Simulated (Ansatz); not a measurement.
```yaml
crystal:
  periodic: [false, false, false]
  atoms:
    - {symbol: O, position_ang: [1.712152, 0.517573, -0.889223]}
    - {symbol: B, position_ang: [1.071371, -0.210977, -0.093658]}
    - {symbol: F, position_ang: [1.749198, -1.048392, 0.768549]}
    - {symbol: Si, position_ang: [-0.927621, -0.182620, 0.269846]}
    - {symbol: H, position_ang: [0.917446, 1.142934, -1.227136]}
    - {symbol: H, position_ang: [-1.189086, 0.241648, 1.723165]}
    - {symbol: H, position_ang: [-1.741197, 0.810013, -0.642264]}
    - {symbol: H, position_ang: [-1.775867, -1.474808, 0.276468]}
basis:
  gaussian: {orbitals: aug-pcseg-2}
magnetization: {spin_polarized: true, initial_magnetization: 3}
hamiltonian: {xc: {name: B3LYP5}}
accuracy: high
```

```sh
$ ansatz run in.yaml --threads 2 --pin off --events-out ev --progress --plain --max-ram 4352MiB
```

Output, abridged:

```
Error: a molecule whose nuclei and cores have a total charge of 40 cannot have a net charge of 0 together with 3 unpaired electrons
```

In this input the number of unpaired electrons doesn't fit the electron count. The program refused the input.
